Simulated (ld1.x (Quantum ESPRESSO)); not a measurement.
Which change was made? (Mg, TM)

Mg (Z = 12), norm-conserving Troullier–Martins (Kleinman–Bylander form), made with ld1.x (Quantum ESPRESSO) 7.5 (PBE, scalar-relativistic). Core [He], reference 2s2 2p6 3s1 3p1. Waves: 2p (bound): rc 0.80 bohr; 2s (bound): rc 0.30 bohr. Local part: the s channel. Core correction: none.

Occupied shells without a wave of their own: 3p, 3s. They enter only through the test configuration that unscreens the potential.

Cutoffs, loose and tight: the cutoffs (Ry, on a coarse ladder) from which the occupation-weighted sum of valence levels, in a spherical-Bessel basis at the reference potential, stays within 10 and 1 mRy of its value at 400 Ry. They do not see the model core or the augmentation charge, which bear on the density cutoff. Test errors are all-electron minus pseudo excitation energies from the reference, over the configurations 2s2 2p6 3s2 3p0; 2s2 2p6 3s1 3p0; 2s2 2p6 3s0 3p0; 2s2 2p6 3s0 3p1; 2s2 2p6 3s1.5 3p0; 2s2 2p5 3s2 3p0; 2s1 2p6 3s2 3p0; variants that change the core or the reference have their own tests.

The base gives: outcome: generated; bound ghosts: not determined; largest test error (meV): +152.

Problem. After one change the result is: outcome: generated; bound ghosts: not determined; largest test error (meV): +284. Which change was it?
A. wave 2p (bound): rc 0.80 bohr becomes 2p (bound): rc 1.22 bohr
B. wave 2p (bound): rc 0.80 bohr becomes 2p (bound): rc 1.08 bohr
C. wave 2p (bound): rc 0.80 bohr becomes 2p (bound): rc 0.92 bohr

Solution. B. The others give: wave 2p (bound): rc 0.80 bohr becomes 2p (bound): rc 0.92 bohr → outcome: generated; bound ghosts: not determined; largest test error (meV): +196 | wave 2p (bound): rc 0.80 bohr becomes 2p (bound): rc 1.22 bohr → outcome: generated; bound ghosts: not determined; largest test error (meV): +414.
